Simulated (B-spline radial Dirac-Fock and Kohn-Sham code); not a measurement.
# Photoemission from Pt²⁺ at 3690 eV, detector at θ = 45°, φ = 0°

System: Pt²⁺, [Xe] 4f14 5d8. The computed values come from a radial atomic solver: Dirac-Hartree-Slater photoionisation with a Latter tail; cross sections with all multipoles, angular parameters from the dipole term and its interference with E2. Thresholds are orbital energies of the model. For linearly polarised light dσ/dΩ = σ/(4π) [1 + β P₂(cos θ) + (δ + γ cos²θ) sin θ cos φ], with θ from the polarisation vector and φ the angle between the beam and the projection of the electron momentum on the plane normal to the polarisation. The dipole factor is 1 + βP₂ and the non-dipole term is the rest of the bracket. Open shells are filled statistically over j.

| subshell | threshold (eV) | σ (kb) | β | γ | δ | dipole factor | non-dipole term | dσ/dΩ (kb/sr) |
| --- | --- | --- | --- | --- | --- | --- | --- | --- |
| 3s | 3296.2 | 20.3 | 1.89 | 1.24 | 0.001 | 1.472 | +0.439 | 3.08 |
| 3p1/2 | 3045.1 | 30.1 | 1.26 | 0.49 | 0.076 | 1.316 | +0.227 | 3.70 |
| 3p3/2 | 2659.2 | 68.9 | 1.39 | 0.18 | 0.027 | 1.348 | +0.081 | 7.84 |
| 3d3/2 | 2234.7 | 94.5 | 1.11 | -0.08 | 0.047 | 1.278 | +0.003 | 9.63 |
| 3d5/2 | 2151.0 | 130 | 1.15 | -0.02 | 0.046 | 1.289 | +0.025 | 13.6 |
| 4s | 734.9 | 6.61 | 1.92 | 0.20 | -0.002 | 1.479 | +0.068 | 0.814 |
| 4p1/2 | 626.9 | 8.33 | 1.69 | -0.01 | -0.005 | 1.422 | -0.006 | 0.939 |
| 4p3/2 | 534.4 | 17.0 | 1.72 | -0.05 | 0.005 | 1.430 | -0.014 | 1.91 |
| 4d3/2 | 355.4 | 15.3 | 1.39 | 0.29 | 0.050 | 1.347 | +0.136 | 1.80 |
| 4d5/2 | 338.0 | 20.9 | 1.34 | 0.33 | 0.049 | 1.334 | +0.152 | 2.48 |
| 4f5/2 | 107.6 | 4.16 | 0.99 | 0.82 | 0.185 | 1.247 | +0.422 | 0.553 |
| 4f7/2 | 103.9 | 5.19 | 0.96 | 0.84 | 0.187 | 1.241 | +0.428 | 0.689 |
| 5s | 130.6 | 1.40 | 1.92 | 0.10 | -0.002 | 1.480 | +0.035 | 0.169 |
| 5p1/2 | 95.41 | 1.50 | 1.72 | -0.02 | -0.006 | 1.429 | -0.010 | 0.169 |
| 5p3/2 | 79.58 | 2.87 | 1.75 | -0.04 | 0.005 | 1.438 | -0.010 | 0.326 |
| 5d3/2 | 31.92 | 1.17 | 1.41 | 0.33 | 0.049 | 1.353 | +0.152 | 0.140 |
| 5d5/2 | 30.24 | 1.55 | 1.35 | 0.37 | 0.048 | 1.337 | +0.167 | 0.186 |
